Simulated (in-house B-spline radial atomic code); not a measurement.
# The niobium ion Nb⁹⁺: [Ar] 3d10 4s2 4p2

Computed with an all-electron radial atomic-structure program (B-spline basis): non-relativistic B97-1, spin-polarised, spherical fractional occupations, exact exchange averaged over the configuration, point nucleus.

Screening seen three ways: the hydrogenic charge with the same mean radius, Z_r = [3n² - l(l+1)]/(2<r>), the one with the same energy, Z_e = n√(-2ε), and Slater's rules. Values are occupation-weighted means over spin.

| shell | electrons | ε (eV) | <r> (bohr) | Z_r | Z_e | Slater |
| --- | --- | --- | --- | --- | --- | --- |
| 1s | 2 | -18582 | 0.0372 | 40.32 | 36.96 | 40.70 |
| 2s | 2 | -2710.7 | 0.1628 | 36.86 | 28.23 | 36.85 |
| 2p | 6 | -2502.3 | 0.1397 | 35.78 | 27.12 | 36.85 |
| 3s | 2 | -585.88 | 0.4524 | 29.84 | 19.69 | 29.75 |
| 3p | 6 | -506.23 | 0.448 | 27.90 | 18.30 | 29.75 |
| 3d | 10 | -361.35 | 0.4268 | 24.60 | 15.46 | 19.85 |
| 4s | 2 | -194.06 | 1.077 | 22.28 | 15.11 | 14.65 |
| 4p | 2 | -171.28 | 1.129 | 20.37 | 14.19 | 14.65 |

The least bound orbital is 4p up at -171.3 eV, and it is also the most diffuse (<r> = 1.129 bohr).
